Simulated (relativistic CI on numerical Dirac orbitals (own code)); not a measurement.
# Pt⁴⁺: O2,3 absorption edge

Computed with this model: Dirac-Coulomb-Breit CI, KLI orbitals optimised for each configuration, model QED (radiative potential, 1s self-energy scaled to tabulated hydrogen-like ionisation energies), multiplet model of core-to-valence dipole absorption, unscaled Slater integrals; configurations [Xe] 4f14 5d6 → [Kr] 4d10 4f14 5s2 5p5 5d7; 300 K; Lorentzian 0.6 eV and Gaussian 0.3 eV FWHM. Energies are those of the free ion, without screening or charge transfer. The branching ratio is the share of the lower-energy edge in the whole absorption, uncertain by about 0.02 where the edges overlap. S is read from ⟨S²⟩ = S(S + 1).

Field parameters in Wybourne normalisation: D4h B²₀ = −7Ds, B⁴₀ = 21(Dq − Dt), B⁴₄ = 21√(5/14) Dq. The field is a parameter set, without covalency.

free ion: ground-state S = 1.87, centroid 57.13 eV. Peaks (eV, height): 51.0 (27), 51.7 (48), 54.4 (67), 56.0 (100), 58.3 (20), 59.3 (28), 59.9 (23), 62.0 (48), 72.7 (8).

D4h, 10Dq = 23150, Ds = -1500, Dt = -420 cm⁻¹: ground-state S = 0.48, centroid 61.93 eV. Peaks (eV, height): 51.2 (7), 52.2 (9), 53.7 (21), 55.7 (36), 56.7 (69), 57.4 (100), 58.4 (59), 60.1 (71), 62.2 (15), 64.0 (16), 65.5 (16), 67.9 (8), 71.8 (26), 74.6 (29), 76.2 (12), 77.4 (21).

D4h, 10Dq = 23150, Ds = 430, Dt = -420 cm⁻¹: ground-state S = 0.48, centroid 61.95 eV. Peaks (eV, height): 51.3 (7), 52.1 (8), 53.0 (12), 53.7 (18), 55.6 (35), 56.7 (65), 57.4 (100), 60.2 (73), 62.1 (15), 63.8 (15), 64.6 (13), 65.5 (14), 67.8 (9), 71.7 (26), 74.7 (31), 77.3 (21).

D4h, 10Dq = 23150, Ds = 2360, Dt = -420 cm⁻¹: ground-state S = 0.50, centroid 61.87 eV. Peaks (eV, height): 51.4 (7), 52.7 (12), 53.7 (19), 57.4 (100), 60.2 (74), 62.9 (16), 64.3 (17), 65.2 (13), 66.3 (10), 68.0 (8), 71.8 (23), 73.2 (6), 74.7 (28), 77.3 (21).

Strongest unbroadened transitions for D4h, 10Dq = 23150, Ds = 2360, Dt = -420 cm⁻¹:

| Energy (eV) | Relative strength |
| --- | --- |
| 56.01 | 22.3 |
| 56.40 | 22.9 |
| 56.61 | 73.6 |
| 57.17 | 32.9 |
| 57.35 | 37.6 |
| 57.42 | 100.0 |
| 57.50 | 35.7 |
| 57.58 | 28.7 |
| 57.77 | 38.1 |
| 57.99 | 31.7 |
| 58.66 | 56.0 |
| 60.16 | 38.1 |
| 60.23 | 81.1 |
| 60.26 | 39.5 |
| 71.90 | 40.7 |
| 74.44 | 30.5 |
| 74.70 | 50.5 |
| 77.26 | 46.0 |
